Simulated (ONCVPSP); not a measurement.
**Potentials for carbon compared**

Generated with ld1.x 7.5 (TM, RRKJ, ultrasoft, PAW), atompaw 4.2 or ONCVPSP 4.0.1. The cutoff is in Ry: for ld1.x and atompaw files where the sum of valence levels is converged to 10 mRy in a Bessel basis, for ONCV files where the hardest occupied wave has 1 mHa per electron of residual kinetic energy. The error is the largest all-electron minus pseudo excitation energy over each file’s own four to seven test configurations (ionisations up to +4, promotions, holes and added fractions of an electron), all of which were solved. The labels leave out finer settings (local radius, basis sizes, second energies), which also bear on the numbers. Spin-polarised tests are not counted. The rows are a selection from randomly drawn settings: files with unsolved tests, undetermined cutoffs or missed reference levels are left out.

A true bound ghost makes a file unfit for plane-wave use even where its test errors are small: the radial tests pick states by their node count and pass the ghost by.

```csv
potential,cutoff (Ry),largest error (meV),bound ghosts
"ONCV, PBE, scalar-relativistic, rc 1.00/1.75 (sp), local smoothed, core correction no, reference 2s2 2p1.5, qcut 6.6/9.9, projectors 2/3",45,+123,none
"ONCV, PBE, scalar-relativistic, rc 1.00/2.50/2.25 (spd), local smoothed, core correction yes, reference 2s2 2p0.5, qcut 8.1/6.4/5, projectors 2/1/2",45,+354,none
"ONCV, PBEsol, scalar-relativistic, rc 1.15/1.45/1.15 (spd), local d, core correction yes, reference 2s2 2p1, qcut 7.3/6/9.1, projectors 2/2/0",40,+197,none
"ONCV, PBE, scalar-relativistic, rc 1.05/2.10/2.20 (spd), local smoothed, core correction yes, reference 2s2 2p1, qcut 7.5/6.9/5.2, projectors 2/2/2",42,+386,none
"ONCV, LDA (Perdew-Wang 92), scalar-relativistic, rc 1.30/2.25 (sp), local s, core correction no, reference 2s2 2p2, qcut 5.4/5.7, projectors 0/2",29,+1108,none
"ONCV, PBE, non-relativistic, rc 0.90/3.10/3.30 (spd), local smoothed, core correction yes, reference 2s1.5 2p2.5, qcut 7/3.6/2.6, projectors 2/2/1",39,+4327,p
```

Q: Fill in the row for C: ONCV, PBE, scalar-relativistic, rc 1.05/0.95 (sp), local smoothed, core correction yes, reference 2s2, qcut 6.4/7.8, projectors 1/2.

A: cutoff 39 Ry, largest error +143 meV, bound ghosts: none.

Q: Fill in the row for C: ONCV, LDA (Perdew-Zunger), scalar-relativistic, rc 1.25/2.50 (sp), local smoothed, core correction no, reference 2s2 2p1.75, qcut 5.2/6.2, projectors 2/3.

A: cutoff 47 Ry, largest error +509 meV, bound ghosts: none.

Q: Fill in the row for C: ONCV, PW91, scalar-relativistic, rc 1.40/2.30/1.80 (spd), local smoothed, core correction yes, reference 2s2 2p2, qcut 4.2/7.4/5.4, projectors 2/2/1.

A: cutoff 40 Ry, largest error +610 meV, bound ghosts: none.
